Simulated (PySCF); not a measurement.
AlClH4OSi.

```xyz
8

Al     0.8806    -0.7410     0.0000
Cl    -0.6227    -2.2120     0.0000
H      2.3890    -1.1499     0.0000
O      0.4225     0.8849     0.0000
Si    -0.3489     2.3500     0.0000
H      0.0415     3.1220    -1.2145
H     -1.8291     2.1634     0.0000
H      0.0415     3.1220     1.2145
```
Charge 0, spin multiplicity 1.

Geometry optimised at B3LYP-D3(BJ)/def2-SVP. One conformer was computed; it need not be the lowest.

Method: B3LYP/pcSseg-1 in PySCF. Non-relativistic, no solvent.

Q: Give the absolute GIAO shielding of each atom: isotropic value and principal components (ppm). (The exact figures need the calculation; the answer reports its results.)

A: 
```tsv
atom	σ(iso)	σ11	σ22	σ33	span
Al1	422.0	381.0	414.0	471.1	90.1
Cl2	899.0	746.6	871.0	1079.4	332.8
H3	27.1	22.9	24.9	33.4	10.5
O4	273.1	241.5	274.5	303.3	61.8
Si5	383.8	342.6	346.7	462.0	119.4
H6	26.4	23.2	24.7	31.3	8.1
H7	26.3	22.9	25.1	30.9	8.0
H8	26.4	23.2	24.7	31.3	8.1
```
